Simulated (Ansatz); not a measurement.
Reaction (hydrogenolysis of the Si–C bond): `F[SiH](Cl)C#[C][GeH3]` + H₂ → `F[SiH2]Cl` + `C#[C][GeH3]`

Computed with Ansatz on PBE0-D4/def2-TZVP structures; ΔE is electronic, products minus reactants. CCSD(T)/CBS adds triple-zeta CCSD(T) − MP2 to the extrapolated MP2 energy (def2 sets, frozen cores). This one scheme is used for every species. Functionals use def2-TZVPP. B3LYP here is the variant with VWN-RPA as its local correlation; programs differ in this. For Ge outer-core shells are correlated without core-valence functions, which leaves a few kJ/mol of doubt a bond. Scalar relativity is left out up to krypton.

```csv
level,ΔE (kcal/mol),difference from CCSD(T)/CBS
B3LYP-D4,5.8,0.3
r2SCAN0-D4,5.7,0.2
B2PLYP,4.7,-0.8
PBE-QIDH,5.1,-0.4
revPBE,4.5,-1.0
PBE0,4.0,-1.5
RPA@PBE/def2-TZVPP,4.8,-0.7
CCSD/def2-TZVPP,3.9,-1.6
HF/def2-QZVPP,0.0,-5.5
MP2/CBS(def2),7.5,2.0
CCSD(T)/CBS,5.5,0
```

Largest T1 diagnostic among the species: 0.012.

In def2-TZVPP, CCSD(T) changes the Hartree–Fock value by +5.2 kcal/mol (the triples alone add +1.3 kcal/mol) and MP2 by +7.1 kcal/mol. From BLYP to BHLYP (50 % exact exchange), in def2-TZVPP and without D4, ΔE moves by −1.4 kcal/mol.
